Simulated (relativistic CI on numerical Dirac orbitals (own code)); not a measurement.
## Re L: q coefficients and field-shift factors

Calculated at this level of theory: Dirac-Coulomb-Breit CI, separate exchange-only KLI orbitals for each configuration, derivatives by finite differences, unscaled Slater integrals, QED left out (own radial code, finite nucleus).

CI space (outside the closed core [Ne]): 3s2.3p6.3d8, 3s2.3p5.3d9, 3s2.3p4.3d10, 3s.3p6.3d9, 3p6.3d10, 3s.3p5.3d10, 3s2.3p6.3d7.4s, 3s2.3p6.3d7.4p. Levels of other configurations are missing.

With x = (α/α₀)² − 1 an excitation energy changes as ω = ω₀ + qx; K = 2q/ω₀ is the relative enhancement. Terms are leading LS components, so labels can repeat. The field-shift factor is F = δν/δ⟨r²⟩ for the transition from the lowest level.

Lowest level 3s2.3p6.3d8 3F_4.

| Level | ω₀ (cm⁻¹) | q (cm⁻¹) | K | F (GHz/fm²) |
| --- | --- | --- | --- | --- |
| 3s2.3p6.3d8 1D_2 | 74194 | 3060 | 0.0825 | -0.00638 |
| 3s2.3p6.3d8 3P_0 | 235924 | 23700 | 0.201 | 1.56 |
| 3s2.3p6.3d8 3F_3 | 560295 | 588100 | 2.1 | 15.8 |
| 3s2.3p6.3d8 3P_2 | 638502 | 592700 | 1.86 | 16 |
| 3s2.3p6.3d8 3P_1 | 682474 | 598400 | 1.75 | 16.5 |
| 3s2.3p6.3d8 1G_4 | 683922 | 577900 | 1.69 | 16.3 |
| 3s2.3p6.3d8 3F_2 | 1178917 | 1.177e+06 | 2 | 31.4 |
| 3s2.3p6.3d8 1S_0 | 1380713 | 1.18e+06 | 1.71 | 32.4 |
| 3s2.3p5.3d9 3F°_4 | 3547293 | 727500 | 0.41 | 43.3 |
| 3s2.3p5.3d9 1D°_2 | 3630102 | 740500 | 0.408 | 42.8 |
| 3s2.3p5.3d9 3D°_3 | 3762705 | 756200 | 0.402 | 45 |
| 3s2.3p5.3d9 1P°_1 | 3852470 | 756600 | 0.393 | 36.4 |
| 3s2.3p5.3d9 3D°_2 | 4239517 | 1.319e+06 | 0.622 | 59.2 |

At this charge energies of transitions that change n are usually good to better than 1 %, and those within a shell (Δn = 0) to a few per cent.
